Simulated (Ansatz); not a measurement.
Reaction (formal loss of a carbene): `CCCBS` → `[CH2]` (triplet) + `CCBS`

Program: Ansatz. Geometries: PBE0-D4/def2-TZVP. ΔE: electronic, gas phase. CCSD(T)/CBS is the MP2 limit (def2-TZVPP, def2-QZVPP) plus CCSD(T) − MP2 in def2-TZVPP, frozen cores. This one scheme is used for every species. Functionals use def2-TZVPP. B3LYP here is the variant with VWN-RPA as its local correlation; programs differ in this. Triplets are unrestricted, without spin–orbit coupling. One conformer a species, not always the lowest.

```csv
level,ΔE (eV),difference from CCSD(T)/CBS
PBE-D4,4.59,0.05
r2SCAN-D4,4.29,-0.25
PBE0-D4,4.51,-0.03
B3LYP-D4,4.44,-0.10
ωB97X-V,4.64,0.10
ωB97M-V,4.56,0.02
B2PLYP,4.40,-0.14
PBE,4.50,-0.04
r2SCAN,4.27,-0.27
PBE0,4.43,-0.11
B3LYP,4.29,-0.25
HF/def2-TZVPP,2.93,-1.61
MP2/def2-TZVPP,4.56,0.02
SCS-MP2/def2-TZVPP,4.55,0.01
CCSD/def2-TZVPP,4.29,-0.25
CCSD(T)/def2-TZVPP,4.42,-0.12
HF/def2-QZVPP,2.93,-1.61
MP2/def2-QZVPP,4.63,0.09
SCS-MP2/def2-QZVPP,4.63,0.09
HF/CBS(def2),2.93,-1.61
MP2/CBS(def2),4.68,0.14
CCSD/CBS(def2),4.41,-0.13
CCSD(T)/CBS,4.54,0
```

Largest T1 diagnostic among the species: 0.012.

The D4 term adds +0.15 eV with B3LYP and +0.08 eV with PBE0; it sums over pairs of atoms, weighted by their polarisabilities, and B3LYP, whose exchange is more repulsive, gets the larger term. From PBE to PBE0 (25 % exact exchange), in def2-TZVPP and without D4, ΔE moves by −0.07 eV.
